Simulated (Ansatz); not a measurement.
Molecule: C4H9O, charge 0, multiplicity 2. It need not be the lowest isomer of its formula. SMILES: [CH2]OC(C)C
Coordinates optimised at B3LYP-D3(BJ)/def2-TZVP (Ansatz, a first-principles code):
```
C
H 1 1.0975
O 1 1.4388 2 107.52
C 3 1.3516 1 116.22 2 -43.22
H 4 1.0793 3 113.98 1 178.40
H 4 1.0850 5 121.39 3 151.80
C 1 1.5159 2 109.63 3 115.61
H 7 1.0900 1 110.73 2 -57.63
H 7 1.0909 8 108.66 1 -121.26
H 7 1.0914 8 108.46 9 -117.69
C 1 1.5210 2 109.54 3 -119.82
H 11 1.0902 1 110.76 2 59.92
H 11 1.0915 12 108.53 1 121.26
H 11 1.0916 12 108.42 13 117.75
```
Charge 0, spin multiplicity 2.

Wanted: atomisation energy (electronic, to ground-state atoms), in kcal/mol. Correlated levels leave the core frozen unless marked. Open shells are spin-unrestricted. No spin-orbit coupling. Non-relativistic. The coupled-cluster limit lacks core correlation, which all-electron functionals hold. CBS marks a two-point X^-3 extrapolation of the correlation energy; Hartree-Fock from the larger set.

```csv
level,program,atomisation energy (kcal/mol)
BLYP/def2-TZVPD,Ansatz,…
B3LYP-D3(BJ)/def2-TZVPD,Ansatz + dftd3,1292.8
"CCSD(T)/CBS(cc-pVTZ,cc-pVQZ)",Ansatz,…
```

**Question.** What belongs in the gaps?

**Answer.** 
- BLYP/def2-TZVPD, atomisation energy (kcal/mol): 1275.5
- CCSD(T)/CBS(cc-pVTZ,cc-pVQZ), atomisation energy (kcal/mol): 1288.1
